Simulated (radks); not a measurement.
Valence configurations of the xenon ion Xe+ (all share [Kr]). Method: scalar-relativistic Kohn-Sham, SCAN, spin-polarised, spherical densities, finite nucleus; open shells are filled with parallel spins first (spin-orbit coupling, left out, can overturn this in heavy ions); meta-GGA in the generalised Kohn-Sham scheme; Fermi nuclear charge, rms radius 4.7859 fm; computed with a radial shooting solver on a logarithmic mesh with Libxc functionals. Energies are relative to 4d10 5s2 5p5; eigenvalues in eV for spin up.

valence       E (eV)  moment (Bohr magnetons)    e(4d)    e(5p)    e(5s)
4d10 5s2 5p5   0.000                        1  -70.668  -17.785  -30.305
4d9 5s2 5p6   55.891                        1  -78.281  -18.907  -32.183
4d10 5s1 5p6  12.409                        1  -72.091  -18.421  -31.206

NIST lists [Kr] 4d10 5s2 5p5 as the ground configuration; this level of theory agrees among the configurations tried. The energies are those of spherical high-spin densities, not of single terms.
